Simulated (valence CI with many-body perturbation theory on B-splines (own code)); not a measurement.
**W XLIV in brief**

Computed by configuration interaction combined with many-body perturbation theory (CI+MBPT): three valence electrons over a frozen Dirac-Fock core [Ar] 3d10, a basis of 11 s, 11 p, 9 d, 7 f, 5 g, 2 h, 1 i functions for each j, with the one-electron correlation potential Σ1, the two-electron term Σ2, the three-electron term Σ3, Breit, model QED; selected CI, second order for the rest (own B-spline code, finite nucleus).

No measured spectrum was set against this ion. As an estimate, large intervals hold to a few tenths of a per cent, small ones and those within an open d or f shell to about a per cent.

Levels are named by their leading jj configuration (3d3/2^4 stands for four electrons in 3d with j = 3/2), which in mixed levels can hold well under half, so a name can repeat and another be missing.

Rates and lifetimes use the calculated energies. Strong lines usually hold to 10 to 20 %, long lifetimes can be off by a factor of two.

Problem. What is the ground level?

Solution. (4s^2 4p1/2) J=1/2, composition 100 % 4s²4p ²P°, g = 0.659.

Problem. What is the ionisation energy?

Solution. 2207.6 eV; NIST lists 2210 ± 1.5 eV (semi-empirical).

Problem. What are the static dipole polarisabilities of the lowest levels?

Solution. (4s^2 4p1/2) J=1/2 0.0318 bohr³, of which the core gives 0.00209.

Problem. Name the longest-lived excited levels whose lifetime is computed, and their main decay.

Solution. (4s 4p3/2 4d5/2) J=9/2 at 451.87 eV lives 248 ns, mostly by M1 to (4s 4p1/2 4d5/2) J=7/2; (4s^2 4p3/2) J=3/2 at 98.19 eV lives 217 ns, mostly by M1 to (4s^2 4p1/2) J=1/2.

Problem. Where does the other parity begin?

Solution. At (4s 4p1/2^2) J=1/2, 96.76 eV.

Problem. Among levels below 586.39 eV, which E1 lines absorb most strongly from the ground level?

Solution. to (4s^2 4d3/2) J=3/2 at 4.790 nm, f = 0.827; to (4s 4p1/2 4p3/2) J=3/2 at 6.136 nm, f = 0.403; to (4s 4p1/2 4p3/2) J=1/2 at 6.060 nm, f = 0.381.

Problem. How well does LS coupling describe the low levels?

Solution. Among the lowest 20 levels the leading LS term, summed over configurations, holds 66 % on average. For single configurations the figures are 63 % in LS and 92 % in jj coupling. Terms mix most in the J = 5/2 level at 363.81 eV, where the leading one holds 37 %.
